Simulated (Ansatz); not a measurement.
Start from `COC1=CCCCC1` and change one atom or group to get `C1=CCCCC1`.

Ansatz, PBE0-D4/def2-TZVP geometries, multiplicity 1. Each molecule was computed in one conformer, which needn't be the lowest.

```csv
property,`COC1=CCCCC1`
LUMO energy (PBE0/def2-TZVPP) / eV,1.02
HOMO energy (PBE/def2-TZVPP) / eV,-4.95
HOMO–LUMO gap (ωB97M-V/def2-TZVPP) / eV,10.87
size of the dipole moment (ωB97M-V/def2-TZVPP) / D,0.58
LUMO energy (ωB97M-V/def2-TZVPP) / eV,2.55
HOMO–LUMO gap (B3LYP/def2-TZVPP) / eV,6.63
```

**Question.** Give the same properties after the change, and the shifts. (Estimate.)

**Answer.** The calculation gave: 
| property | `C1=CCCCC1` | shift |
| --- | --- | --- |
| LUMO energy (PBE0/def2-TZVPP) / eV | 0.65 | -0.37 |
| HOMO energy (PBE/def2-TZVPP) / eV | -5.74 | -0.79 |
| HOMO–LUMO gap (ωB97M-V/def2-TZVPP) / eV | 11.56 | 0.69 |
| size of the dipole moment (ωB97M-V/def2-TZVPP) / D | 0.34 | -0.24 |
| LUMO energy (ωB97M-V/def2-TZVPP) / eV | 2.47 | -0.08 |
| HOMO–LUMO gap (B3LYP/def2-TZVPP) / eV | 7.04 | 0.41 |

With PBE0 the HOMO falls by 0.75 eV and the LUMO falls by 0.37 eV, so the gap widens by about 0.38 eV. PBE moves the HOMO by -0.79 eV and ωB97M-V by -0.77 eV. Dipoles are sizes alone; their direction can turn.

Positive LUMOs are unbound, so they and the gaps depend on the basis.

B3LYP here is the variant with VWN-RPA as its local correlation; programs differ in this.
